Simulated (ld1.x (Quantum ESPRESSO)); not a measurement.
**rhodium: one change to a TM potential, before and after**

rhodium, norm-conserving Troullier–Martins (Kleinman–Bylander form), made with ld1.x (Quantum ESPRESSO) 7.5 (revPBE, scalar-relativistic). Core [Kr], reference 4d8 5s0.5 5p0 (charge +0.5). Waves: 5p (bound, empty): rc 2.85 bohr; 4d (bound): rc 2.05 bohr; 4f channel at 0.05 Ry: rc 2.45 bohr; 5s (bound): rc 2.30 bohr. Local part: the s channel. Core correction: a·sin(br)/r model core, default radius (core density twice the valence density).

All-electron outer shells of the reference configuration (revPBE, scalar-relativistic, ld1.x):

| shell | level (eV) | outermost node (bohr) | outermost maximum (bohr) |
| --- | --- | --- | --- |
| 4p | -54.04 | 0.47 | 0.94 |
| 4d | -9.53 | 0.46 | 1.15 |
| 5s | -7.29 | 1.19 | 2.57 |
| 5p | -3.31 | 1.35 | 3.51 |

Change: local potential the d channel.

Cutoffs: the cutoffs (Ry, on a coarse ladder) from which the occupation-weighted sum of valence levels, in a spherical-Bessel basis at the reference potential, stays within 10 and 1 mRy of its value at 400 Ry; they do not see the model core or the augmentation charge, which bear on the density cutoff. Errors are all-electron minus pseudo energies relative to the spin-unpolarised reference configuration.

Task: What does the change do?

Result: The potential gets neither clearly harder nor softer (50 Ry and 55 Ry → 50 Ry and 55 Ry); a bound ghost appears in p, s, which as a rule spoils a file; of the 7 tests that both files solve, the error grows in 0 and shrinks in 4 by more than 15 % and 0.3 meV (median size 16.5 → 6.6 meV). In the separable form a ghost depends on how the local part lies against the semilocal potential of the channel, so the choice of the local part can create or remove one.

| quantity | base | changed |
| --- | --- | --- |
| cutoff, loose | 50 Ry | 50 Ry |
| cutoff, tight | 55 Ry | 55 Ry |
| bound ghosts | none | s, p |
| error for 4d8 5s1 5p0, meV [ΔE -2.86 eV] | -2.0 | -1.9 |
| error for 4d8 5s0 5p0, meV [ΔE 4.47 eV] | -4.7 | -4.6 |
| error for 4d7 5s0 5p0, meV [ΔE 23.89 eV] | -143 | -64 |
| error for 4d9 5s0 5p0, meV [ΔE -3.81 eV] | -71 | -33 |
| error for 4d8 5s0 5p1, meV [ΔE 0.70 eV] | -0.8 | -0.8 |
| error for 4d8.5 5s0.5 5p0, meV [ΔE -3.51 eV] | -16 | -6.6 |
| error for 4d7 5s2 5p0, meV [ΔE -0.34 eV] | -161 | -110 |
| s: phases at 3.12 bohr within 0.05 rad from the reference energy up to (Ry; the scan ends near 5) | 1.8 | 1.7 |
| p: phases at 3.12 bohr within 0.05 rad from the reference energy up to (Ry; the scan ends near 5) | 2.5 | n/a |
| d: phases at 3.12 bohr within 0.05 rad from the reference energy up to (Ry; the scan ends near 5) | 0.5 | 1.0 |
| f: phases at 3.12 bohr within 0.05 rad from the reference energy up to (Ry; the scan ends near 5) | 2.7 | 3.0 |

 A true bound ghost makes a file unfit for plane-wave use even where its test errors are small: the radial tests pick states by their node count and pass the ghost by.
